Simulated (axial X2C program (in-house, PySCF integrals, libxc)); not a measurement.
**LiZn: cheaper levels and CCSD(T), 2c**

All values were computed with an in-house all-electron X2C program for linear molecules (integrals from PySCF). Two-component (2c) means X2C with spin–orbit coupling and atomic mean-field two-electron Coulomb and Gaunt terms. Basis: Zn dyall-cv3z [9s10p6d3f2g], Li dyall-cv3z [7s8p2d] (cores contracted in-house); Gaussian nuclei, density fitting, unrestricted open shells. Masses: Zn 63.929 u, Li 7.016 u.

State: Ω = 1/2 (⟨Sz⟩ = 0.50, ⟨Lz⟩ = 0.00 at HF); fragments Zn + Li.

| level | Re (Å) | ωe (cm⁻¹) | De (eV) |
| --- | --- | --- | --- |
| PBE0 | 2.934 | 163.0 | 0.178 |
| CCSD | 3.147 | 101.7 | 0.068 |
| BHandHLYP | 2.988 | 142.2 | 0.097 |

Correlated methods: 13 electrons correlated (number of frozen shells: Zn 3 s, 2 p; Li 1 s), 221 virtual spin orbitals or spinors in MP2, 90 natural virtuals in coupled cluster.

CCSD(T), same Hamiltonian and basis:

Re = 3.129 Å, ωe = 103.9 cm⁻¹, De = 0.07 eV; T1 = 0.023 (Lee–Taylor normalisation).

Problem. Give the differences from CCSD(T) in the columns below.

Solution. 

```json
{"level": "PBE0", "ΔRe (Å)": "-0.195", "Δωe (cm⁻¹)": "59.1"}
{"level": "CCSD", "ΔRe (Å)": "0.018", "Δωe (cm⁻¹)": "-2.2"}
{"level": "BHandHLYP", "ΔRe (Å)": "-0.141", "Δωe (cm⁻¹)": "38.3"}
```

The state is one determinant whose occupation by symmetry is held fixed; it was picked as the lowest of a PBE0 search that is not exhaustive. De is counted from the lowest determinant-based energies of the atoms at the same level, without counterpoise correction. Density functionals use the spin component along the axis (collinear). CCSD and (T) use frozen natural virtuals with an MP2 correction for the truncation; (T) itself is uncorrected, so its De runs slightly low. The levels of this run spread widely (ωe from 102 to 163 cm⁻¹), so these constants depend on the method. The bond is weak, and without diffuse functions and with truncated virtuals even CCSD(T) can be tens of per cent off in De.
